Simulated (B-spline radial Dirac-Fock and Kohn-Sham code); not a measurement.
Relativistic shifts of the levels of Pm⁴⁷⁺

System: promethium as Pm⁴⁷⁺, [Ne] 3s2 3p2.

Both columns are ΔSCF binding energies of the configuration average from an atomic code on a B-spline grid: non-relativistic Hartree-Fock with a point nucleus, and Dirac-Fock with a finite nucleus and the Coulomb interaction alone, averaged over the two j levels with weights 2j+1.

```tsv
shell	Hartree-Fock (eV)	Dirac-Fock (eV)	shift (eV)	shift (%)
1s	46165.8	48644.8	+2478.96	+5.37
2s	9873.2	10550.4	+677.20	+6.86
2p	9541.1	9780.6	+239.57	+2.51
3s	3984.3	4189.5	+205.18	+5.15
3p	3877.8	3968.6	+90.85	+2.34
```

Relativity binds 1s, 2s, 2p, 3s, 3p more strongly, among those listed most of all 2s in relative terms.

Values without a named source are computed, but for edge energies of neutral atoms, which are taken from tables.
